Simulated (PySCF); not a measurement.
**Dipole moment and polarisability of `C[NH2+][BH2-]C#N`**

C₂H₇BN₂.
Structure used (PBE0-D3(BJ)/def2-SVP), in Å, numbered top down from 1:
```xyz
12
C2H7BN2 angstrom
C     -1.2757   -0.5881   -0.3097
N     -0.4194    0.0994    0.6695
B      0.8850    0.8390    0.0538
C      1.7529   -0.3020   -0.6024
N      2.3371   -1.1892   -1.0717
H     -1.6349    0.1491   -1.0382
H     -0.6670   -1.3312   -0.8407
H     -2.1282   -1.0802    0.1792
H     -0.1004   -0.5641    1.3793
H     -0.9533    0.8111    1.1711
H      1.4526    1.3726    0.9922
H      0.4748    1.6400   -0.7699
```

Level: PBE0/def2-SVPD (PySCF), static field, nuclei fixed, core orbitals frozen in the response. The polarisability tensor in these axes (au):

```
x   57.57 -3.55 -3.27
y   -3.55 55.22  5.14
z   -3.27  5.14 49.76
```

Problem. What are the eigenvalues, a third of the trace, and Δα (Δα² = ½Σ(αi − αj)² over the three pairs)?

Solution. Principal values 46.56, 53.27 and 62.71 au; mean 54.18 au = 8.03 Å³ = 8.93 × 10⁻⁴⁰ C²·m²/J; Δα = 14.05 au (26 % of the mean).

Problem. What is the dipole moment, and where does it point?

Solution. (-6.59, 0.39, 3.42) D, 7.43 D in size, pointing from the negative to the positive side. Measured along this direction, the outermost atoms are N5 at the negative end and H8 at the positive end.

Problem. Orientational against electronic polarisability at 298 K (dilute gas, rigid molecules)?

Solution. In Gaussian units μ²/3kT = 447.58 Å³ against 8.03 Å³, a ratio of 55.74; the Debye molar polarisation (4π/3)N_A(α + μ²/3kT) is 1149.3 cm³/mol, leaving out the vibrational part.

Problem. Find the Langevin capture rate constant for NO+ (29.998 u) meeting this molecule (70.070 u), k = 2.342 × 10⁻⁹ cm³/s × √(α in Å³ / reduced mass in u).

Solution. The reduced mass is 21.01 u, so k = 1.45 × 10⁻⁹ cm³/s. The formula leaves out the permanent dipole, which adds to the capture rate.

Problem. Directions of the eigenvectors, and the extent of the frame along each?

Solution. Largest value along (0.68, -0.61, -0.41), where the nuclei span 4.38 Å; middle along (0.72, 0.64, 0.26), 4.37 Å; least along (0.11, -0.48, 0.87), 2.86 Å. 

Problem. Traceless (Buckingham) quadrupole moment about the centre of nuclear charge: eigenvalues?

Solution. -7.40, 1.70, 5.70 D·Å. The values depend on the origin, since the dipole doesn't vanish. The electronic extent ⟨r²⟩ about the same centre is 494 bohr², a root-mean-square distance of 1.91 Å for the 38 electrons.

One conformer (not necessarily the lowest) at the PBE0-D3(BJ)/def2-SVP geometry, without solvent, vibrations or thermal averaging.
